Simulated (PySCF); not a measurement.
pyrazine-2-carbonitrile (C5H3N3), SMILES C(#N)c1nccnc1.

Geometry optimised at PBE-D3(BJ)/def2-SVP.

Level of theory: PBE-D3(BJ)/def2-SVP (PySCF).

Frequencies are harmonic and unscaled.

Q: Give all harmonic wavenumbers and intensities. (Estimate from the structure and the level; the computed values follow.)

A: 
| mode | ν (cm⁻¹) | IR (km/mol) | moving atoms (share of kinetic energy) |
|---|---|---|---|
| 1 | 129 | 1.3 | C 48 %, N 39 %, H 13 % |
| 2 | 160 | 2.5 | N 65 %, C 31 % |
| 3 | 310 | 0.3 | C 66 %, H 23 %, N 11 % |
| 4 | 410 | 20.8 | N 63 %, C 30 % |
| 5 | 482 | 0.1 | C 51 %, N 47 % |
| 6 | 559 | 0.1 | C 78 %, N 19 % |
| 7 | 587 | 0.1 | C 73 %, N 15 %, H 11 % |
| 8 | 622 | 0.5 | N 56 %, C 41 % |
| 9 | 760 | 3.7 | H 40 %, C 36 %, N 24 % |
| 10 | 809 | 0.6 | C 66 %, N 29 % |
| 11 | 853 | 10.9 | H 59 %, C 37 % |
| 12 | 934 | 0.6 | H 66 %, C 33 % |
| 13 | 969 | 0.1 | H 62 %, C 37 % |
| 14 | 999 | 32.8 | N 46 %, C 41 %, H 13 % |
| 15 | 1053 | 7.6 | C 45 %, H 39 %, N 16 % |
| 16 | 1169 | 9.0 | H 57 %, C 38 % |
| 17 | 1225 | 7.8 | C 58 %, H 30 %, N 12 % |
| 18 | 1271 | 2.1 | H 53 %, C 39 %, N 8 % |
| 19 | 1284 | 0.6 | C 44 %, N 40 %, H 15 % |
| 20 | 1384 | 29.0 | H 42 %, C 37 %, N 21 % |
| 21 | 1450 | 13.8 | C 57 %, H 34 %, N 9 % |
| 22 | 1551 | 0.5 | C 65 %, N 28 % |
| 23 | 1569 | 0.0 | C 66 %, N 28 % |
| 24 | 2281 | 0.9 | C 63 %, N 37 % |
| 25 | 3087 | 0.8 | H 92 %, C 8 % |
| 26 | 3097 | 17.7 | H 91 %, C 9 % |
| 27 | 3103 | 10.7 | H 91 %, C 9 % |
